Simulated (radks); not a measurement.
Spherical quantum dot in the effective-mass picture: electrons in a hard-walled sphere of radius 1.65, all in effective atomic units (hartree* = m*/eps^2 hartree, bohr* = eps/m* bohr), one dielectric constant everywhere. Method: non-relativistic Kohn-Sham, exchange-only LDA, spin-polarised, spherical densities; computed with a radial shooting solver with Libxc functionals. Levels are named by radial order and angular momentum (1s, 1p, 1d, 2s, ...), and open shells are averaged over m.

N = 2, configuration 1s2. This is the lowest configuration that the search found. Occupied and some empty levels:

level,occupation,eigenvalue (hartree*),<r> (bohr*)
1s,2,3.3148,0.8502
1p,0,5.0971,0.9895
1d,0,7.4234,1.076
2s,0,8.7828,0.8159

Energy (hartree*): total 4.83340, kinetic 3.6448, external 0, Hartree 2.1001, exchange-correlation -0.91155. Static polarisability (adiabatic kernel): 0.4931 bohr*^3.

Electron density:

r (bohr*),n(r) (e/bohr*^3)
0.0774,0.5804
0.201,0.5630
0.325,0.5306
0.449,0.4842
0.574,0.4257
0.698,0.3580
0.822,0.2852
0.946,0.2124
1.07,0.1447
1.19,0.08754
1.32,0.04413
1.44,0.01599
1.57,0.002336
